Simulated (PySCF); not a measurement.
C₃H₇BFNO. Atoms are numbered in the order given.

```xyz
14

C      0.1872    -3.3305     0.0000
C     -0.5236    -2.0166     0.0000
C      0.1042    -0.8344     0.0000
O     -0.5852     0.3439     0.0000
B      0.0347     1.5682     0.0000
N     -0.7331     2.7393     0.0000
F      1.3773     1.6409     0.0000
H      1.2806    -3.1994     0.0000
H     -0.0788    -3.9365     0.8839
H     -0.0788    -3.9365    -0.8839
H     -1.6206    -2.0122     0.0000
H      1.1983    -0.7429     0.0000
H     -1.7437     2.7205     0.0000
H     -0.3191     3.6609     0.0000
```

Coordinates come from a r2SCAN-D4/def2-SVP optimisation. The structure was generated by enumeration; whether it is a known compound was not checked. The values are those of a single conformer.

Calculation: HF/def2-TZVP run with PySCF.

Symmetry labels are those of the subgroup Cs that the program uses (full group Cs).

Task: List the valence orbital energies around the gap with their symmetry. (Estimate from the structure and the level; the computed values follow.)

Result: 
```tsv
orbital	symmetry	energy (eV)
HOMO−7	A'	-16.64
HOMO−6	A"	-16.03
HOMO−5	A"	-15.14
HOMO−4	A'	-14.74
HOMO−3	A'	-14.37
HOMO−2	A'	-13.55
HOMO−1	A"	-11.96
HOMO	A"	-9.03
LUMO	A'	3.30
LUMO+1	A'	4.14
LUMO+2	A'	4.54
LUMO+3	A"	4.64
```
